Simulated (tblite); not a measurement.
C3H11NSi2.
Atom-mapped SMILES: `[CH3:1][Si:2]1([NH2:3])[CH2:4][SiH2:5][CH2:6]1` (hydrogens: H7, H8, H9 on C1; H10, H11 on N3; H12, H13 on C4; H14, H15 on Si5; H16, H17 on C6)

Computed geometry: GFN2-xTB, gas phase.

Give the optimised bond lengths and angles.

```tsv
bond	length (pm)
C1–Si2	189.5
Si2–N3	173.0
Si2–C4	192.9
C4–Si5, Si5–C6	191.5
Si2–C6	192.0
C1–H7, C1–H8, C1–H9	108.4
N3–H10, N3–H11	100.7
C4–H12, C6–H16	108.6
C4–H13, C6–H17	108.7
Si5–H14	146.6
Si5–H15	146.5
```

Bonds in one row agree within 1 pm and their mean is given. A selection of angles:
```tsv
angle	degrees
Si2–C1–H7	111.3
H7–C1–H8	107.9
C1–Si2–N3	106.7
C1–Si2–C4	114.8
C1–Si2–C6	117.4
N3–Si2–C4	119.1
N3–Si2–C6	110.7
C4–Si2–C6	87.7
Si2–N3–H10	118.5
Si2–N3–H11	119.0
H10–N3–H11	110.0
Si2–C4–Si5	91.8
Si2–C4–H12	115.7
Si2–C4–H13	114.4
Si5–C4–H12	114.5
Si5–C4–H13	114.0
H12–C4–H13	106.3
C4–Si5–C6	88.3
C4–Si5–H14	114.1
C4–Si5–H15	114.3
C6–Si5–H14	114.8
C6–Si5–H15	114.5
H14–Si5–H15	109.6
Si5–C6–H17	114.6
```

Dihedral angles: C1–Si2–C4–Si5 -119° (anticlinal); Si2–C4–Si5–C6 -1° (synperiplanar); C4–Si5–C6–Si2 1° (synperiplanar); C1–Si2–C6–Si5 116° (anticlinal). The mirror-image conformer, all signs reversed, is as good.

Si2 (four-coordinate silicon) has angles from 87.7° to 119.1°. The 4-membered ring Si2–C4–Si5–C6 has internal angles of 87.7° to 92.2° (sum 360°, against 360° for a flat polygon); it is planar, 0.00 Å rms from its mean plane, widest ring torsion 1°. Si5 (SiH2 silicon) has angles from 88.3° to 114.8°. The 5 C–Si bonds span 1.895 Å (C1–Si2, drawn single) to 1.929 Å (Si2–C4, drawn single), a spread of 0.034 Å. N3 (silicon-bound nitrogen) is pyramidal (angles 119.0°, 118.5° and 110.0°, sum 347.5°, 0.24 Å off the plane of its three neighbours).

Its GFN2-xTB frequencies are all real (lowest 44 cm⁻¹). One conformer, not necessarily the lowest (C1–Si2–N3–H 179° and -43°).
